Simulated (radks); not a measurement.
Spherical quantum dot in the effective-mass picture: electrons in a parabolic well V = omega^2 r^2 / 2 with omega = 1.06, with a point charge +1 (a donor) at the centre, all in effective atomic units (hartree* = m*/eps^2 hartree, bohr* = eps/m* bohr), one dielectric constant everywhere. Method: non-relativistic Kohn-Sham, PBEsol, spin-polarised, spherical densities; computed with a radial shooting solver with Libxc functionals. Levels are named by radial order and angular momentum (1s, 1p, 1d, 2s, ...), and open shells are averaged over m. Results are scaled to m* = 0.07 and eps = 9.4, for which hartree* = 21.56 meV and bohr* = 7.106 nm.

N = 26, configuration 1s2 1p6 1d10 2s2 1f(up 6, down 0). This is the lowest configuration that the search found. Occupied and some empty levels:

level,occupation,eigenvalue (meV),<r> (nm)
1s up,1,263.80,9.819
1s down,1,264.21,9.544
1p up,3,277.29,14.59
1p down,3,278.43,14.36
2s up,1,285.99,14.33
2s down,1,287.16,14.41
1d up,5,288.94,16.89
1d down,5,290.44,16.77
1f up,6,301.46,18.55
1f down,0,303.14,18.50
2p up,0,304.05,16.04
2p down,0,305.11,16.12
1g up,0,315.01,19.91
1g down,0,316.76,19.91
2d up,0,319.78,17.84
2d down,0,320.87,17.89

Energy (meV): total 4655.35, kinetic 576.13, external 1446.4, Hartree 2900.8, exchange-correlation -267.96.

Electron density:

r (nm),n(r) (e/nm^3)
0.670,0.003225
3.20,0.001587
5.72,0.0008729
8.24,0.0006633
10.8,0.0006839
13.3,0.0007244
15.8,0.0006575
18.3,0.0004743
20.9,0.0002595
23.4,0.0001036
25.9,0.00002989
28.5,6.248e-06
31.0,9.492e-07
33.5,1.041e-07
